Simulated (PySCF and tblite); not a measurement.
The numbers below are computed, except where a source is named.
**Pyramidal inversion: stationary points, barriers and rates**

System: C5H10FN, numbered as in [CH3:1][N:2]1[CH2:3][CH2:4][C@@H:5]([F:6])[CH2:7]1.

Motion: pyramidal inversion at N2. Level: PBE0/pcSseg-1 + D3(BJ), IEF-PCM water on GFN2-xTB stationary points, with GFN2-xTB thermal terms. Rate constants are transition-state-theory values, counting equivalent paths, without tunnelling. (PySCF 2.14 with density fitting, tblite 0.8.)

```tsv
point	symmetry	E(GFN2) kcal/mol	E(DFT) kcal/mol	ZPE change kcal/mol	lowest mode cm⁻¹	dipole D
start	C1	0.0	0.0	0.00	51	1.50
saddle	C1	6.2	5.5	-1.09	286i	2.55
end	C1	0.4	0.2	-0.05	56	2.95
```

| Property | Result |
| --- | --- |
| Electronic barrier | 5.5 kcal/mol |
| Barrier with zero-point energy | 4.4 kcal/mol |
| ΔH‡ (298 K) | 4.3 kcal/mol |
| ΔS‡ (298 K, symmetry apart) | 0.7 cal/(mol K) |
| Paths | 1 equivalent path |
| End point | a different minimum |
| Mean lifetime of the start against this motion at 298 K | 170 ps |
| Cost | 68 s on 1 thread of INTEL XEON PLATINUM 8581C @ 2.30GHz (shared host) (rough), peak memory 0.88 GiB, launched as `OMP_NUM_THREADS=1 python ens_run.py task.json out` |

```
T/K  ΔG‡ kcal/mol     k s⁻¹  ΔG kcal/mol  k back s⁻¹
200           4.2   1.2×10⁸          0.1     1.7×10⁸
250           4.1   1.3×10⁹          0.1     1.7×10⁹
298           4.1   5.9×10⁹          0.1     7.5×10⁹
350           4.1  1.9×10¹⁰          0.1    2.3×10¹⁰
400           4.2  4.5×10¹⁰          0.1    5.3×10¹⁰
```

ΔG and ΔG‡ leave out symmetry numbers and mirror images; rates count paths: 1 out, 1 back.
